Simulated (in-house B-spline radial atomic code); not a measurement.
The numbers below are computed, except where a source is named.
**Stopping of slow ions oscillates with Z: Al to Ti at r_s = 2.2**

A nucleus sits in a uniform electron gas with a rigid positive background. The Kohn-Sham equations are solved self-consistently in the spin-unpolarised LDA (PW92), non-relativistic, on B-splines with outgoing waves at the boundary and partial waves to l = 8. The model has no lattice, no bands and no magnetic solution. Atomic units; δ_l are the phase shifts at the Fermi level, counted so that each bound state adds π, and good to about 0.0005.

The density parameter is r_s = 2.2 bohr, near that of the valence electrons of Ga (3 per atom, density 5.91 g/cm³, mass 69.72 u, which gives r_s = 2.19). The friction coefficient Q = n k_F σ_tr gives dE/dx = Q v for slow ions.

```csv
ion,δ0/π,δ1/π,δ2/π,δ3/π,σ_tr (bohr²),Q (a.u.)
Al,2.141,1.275,0.090,0.010,15.91,0.3113
Si,2.248,1.389,0.099,0.010,27.46,0.5371
P,2.343,1.502,0.111,0.011,37.83,0.7399
S,2.429,1.608,0.129,0.012,43.95,0.8596
Cl,2.511,1.703,0.155,0.013,46.96,0.9185
Ar,2.587,1.784,0.193,0.012,50.37,0.9851
K,2.655,1.849,0.244,0.009,57.26,1.1200
Ca,2.712,1.898,0.308,0.006,68.15,1.3328
Sc,2.756,1.932,0.383,0.004,79.56,1.5561
Ti,2.792,1.957,0.464,0.002,85.93,1.6806
```

Task: Where are the largest and smallest frictions, and what do the phase shifts say there?

Result: Largest: Ti, Q = 1.6806; smallest: Al, Q = 0.3113, a ratio of 5.4. For the largest δ2/π = 0.46; it lies at the edge of the table, which can't show whether it is a peak. For the smallest, which lies at the edge of the table, the differences δ_l − δ_(l+1), measured from the nearest multiple of π, are 0.13π, 0.19π, 0.08π; σ_tr grows with the sines of these.

Task: At equal speed, Lindhard and Scharff's formula, with silicon as an example target, scales as Z^(7/6)/(Z^(2/3) + 14^(2/3))^(3/2). How does its rise from the first ion to the last compare?

Result: It rises smoothly by 0.7294/0.5222 = 1.40, while Q changes by 1.681/0.311 = 5.40. The statistical formula averages over shells, so it can't show the oscillation.
